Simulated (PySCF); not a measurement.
4,5-dihydro-1,3-oxazol-2-ylsilane (C₃H₇NOSi), SMILES [SiH3]C1=NCCO1.

Geometry optimised at r2SCAN-D4/def2-SVP. Other conformers were not sampled.

Computed with TDA-PBE/def2-SVPD (PySCF).

Vertical excitations. Gas-phase values at a fixed geometry. State labels are in the subgroup Cs.

```
state  symmetry  energy (eV)  λ (nm)      f           main pairs
-----  --------  -----------  ------  -----  -------------------
S1           A"         5.54     224  0.008     HOMO−1→LUMO 98 %
S2           A'         5.75     216  0.087       HOMO→LUMO 83 %
S3           A"         5.79     214  0.000    HOMO→LUMO+1 100 %
S4           A"         6.21     200  0.000     HOMO→LUMO+2 99 %
S5           A'         6.29     197  0.017  HOMO−1→LUMO+1 100 %
S6           A"         6.38     194  0.001     HOMO→LUMO+3 92 %
S7           A"         6.44     193  0.000     HOMO→LUMO+4 92 %
S8           A'         6.70     185  0.018   HOMO−1→LUMO+2 98 %
S9           A'         6.85     181  0.000   HOMO−1→LUMO+3 96 %
S10          A'         6.94     179  0.005   HOMO−1→LUMO+4 89 %
T1           A'         4.12     301      0       HOMO→LUMO 98 %
T2           A"         4.81     258      0     HOMO−1→LUMO 99 %
T3           A"         5.73     216      0    HOMO→LUMO+1 100 %
T4           A"         6.14     202      0     HOMO→LUMO+2 99 %
```
Triplets are in the Tamm–Dancoff approximation.
